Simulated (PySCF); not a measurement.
# Working out the ionisation energy of Cd²⁺

Cd²⁺ [Kr] 4d10 (1S) → Cd³⁺ [Kr] 4d9 (2D). Calculation: PySCF 2.14, in aug-cc-pVDZ-PP with ECP28MDF; a scalar-relativistic core potential. Frozen: 4s2 4p6. Energies in hartree (1 hartree = 27.21139 eV):

```tsv
part	Cd²⁺ (lower)	Cd³⁺ (upper)
UHF	-165.996307	-164.675093
MP2 opposite-spin	-0.183320	-0.140947
MP2 same-spin	-0.106975	-0.083423
```

Problem. What does Hartree-Fock give?

Solution. (-164.675093) − (-165.996307) = 1.321214 hartree = 35.952 eV.

Problem. What do MP2 and SCS-MP2 (6/5 opposite-spin, 1/3 same-spin) give?

Solution. The opposite-spin parts differ by 1.153 eV and the same-spin parts by 0.641 eV. MP2: 35.952 + (1.153) + (0.641) = 37.746 eV. SCS-MP2: 35.952 + 1.2 × (1.153) + (0.641)/3 = 37.549 eV.

Reference: 37.468 ± 0.006 eV (measured; NIST Atomic Spectra Database, ionization energies), between the lowest levels; spin-orbit coupling is absent from the calculation.

A double-zeta basis recovers only part of the correlation energy.

What remains against the reference includes basis incompleteness, the frozen core and correlation beyond second order.
